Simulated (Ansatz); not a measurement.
Reaction (redistribution): `C[O][Ga]([CH3])[F]` + `C=C([SiH3])BC` → `C[BH][Ga]([CH3])[F]` + `C=C([SiH3])OC`

Gas-phase electronic energies from Ansatz, PBE0-D4/def2-TZVP geometries. CCSD(T)/CBS adds triple-zeta CCSD(T) − MP2 to the extrapolated MP2 energy (def2 sets, frozen cores). DFT in def2-TZVPP. B3LYP here is the variant with VWN-RPA as its local correlation; programs differ in this. For Ga outer-core shells are correlated without core-valence functions, which leaves a few kJ/mol of doubt a bond. Scalar relativity is left out up to krypton. Each species was taken in one conformer, which may not be the lowest.

| level | ΔE (kcal/mol) | difference from CCSD(T)/CBS |
| --- | --- | --- |
| PBE-D4 | 29.3 | -5.1 |
| PBE0-D4 | 31.1 | -3.3 |
| B3LYP-D4 | 32.3 | -2.1 |
| ωB97X-V | 32.3 | -2.1 |
| B2PLYP | 34.1 | -0.3 |
| PBE | 28.8 | -5.6 |
| r2SCAN | 32.0 | -2.4 |
| PBE0 | 30.7 | -3.7 |
| B3LYP | 31.6 | -2.8 |
| HF/def2-TZVPP | 36.8 | 2.4 |
| MP2/def2-TZVPP | 37.2 | 2.8 |
| CCSD/def2-TZVPP | 35.2 | 0.8 |
| CCSD(T)/def2-TZVPP | 35.0 | 0.6 |
| HF/def2-QZVPP | 37.2 | 2.8 |
| MP2/CBS(def2) | 36.6 | 2.2 |
| CCSD/CBS(def2) | 34.5 | 0.1 |
| CCSD(T)/CBS | 34.4 | 0 |

Largest T1 diagnostic among the species: 0.014.

From PBE to PBE0 (25 % exact exchange), in def2-TZVPP and without D4, ΔE moves by +1.9 kcal/mol. The D4 term adds +0.8 kcal/mol with B3LYP and +0.4 kcal/mol with PBE0; it sums over pairs of atoms, weighted by their polarisabilities, and B3LYP, whose exchange is more repulsive, gets the larger term.
